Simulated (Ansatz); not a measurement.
Cost and result up the ladder for NiH2(PF3)2 (NiP₂H₂F₆) (11 atoms). The state is a singlet with charge 0. Geometry: B3LYP-D4/def2-SVP.

```xyz
11

F     0.822    2.171   -1.051
F    -1.509    2.651   -0.936
F    -0.723    0.971   -2.458
F     1.866   -1.541   -0.797
F     1.192   -2.725    1.158
F     2.289   -0.602    1.381
Ni   -0.659   -0.155    0.453
P    -0.554    1.369   -0.922
P     1.080   -1.245    0.561
H    -1.698   -0.786    1.487
H    -2.106   -0.109    1.125
```

Ansatz on 4 threads of Arm Neoverse V2 on a shared host. Times are rough, and most runs start from the orbitals of an earlier one. No level here is sound enough to serve as a yardstick. Binding counts from free atoms at the same level (F doublet, Ni triplet, P quartet, H doublet; other spins of the atoms weren't run), without zero-point energy or a counterpoise term.

In the singlet, H10 and H11 lie 0.87 Å apart (atoms count from 1), so H2 has formed as a molecule. No other spin state of charge 0 was run.

Run but left out: HF/def2-TZVP, MP2/def2-TZVP (restricted singlet, unstable towards broken spin symmetry); HF/STO-3G, BHLYP-D4/def2-TZVP (restricted singlet, unstable in another Hartree–Fock run and untested here).

| level | functions | binding energy per atom (eV) | remarks |
| --- | --- | --- | --- |
| PBE0-D4/def2-TZVP | 317 | 3.54 | restricted SCF unstable in HF |
| r2SCAN-D4/def2-TZVP | 317 | 3.69 | restricted SCF unstable in HF |
| PBE0-D4/def2-SVP | 161 | 3.42 | restricted SCF unstable in HF |
| CAM-B3LYP-D4/def2-TZVP | 317 | 3.62 | restricted SCF unstable in HF |
| PBE-D4/def2-TZVP (with forces) | 317 | 3.82 | – |
| PBE-D4/def2-SVP | 161 | 3.77 | restricted SCF unstable in HF |

(1) Estimate how long each takes.

Answers

(1) PBE-D4/def2-SVP 2.1 s; PBE0-D4/def2-SVP 3.3 s; PBE-D4/def2-TZVP (with forces) 5.5 s; r2SCAN-D4/def2-TZVP 9 s; PBE0-D4/def2-TZVP 10 s; CAM-B3LYP-D4/def2-TZVP 12 s. On shared hardware such times vary by a factor of up to 3.
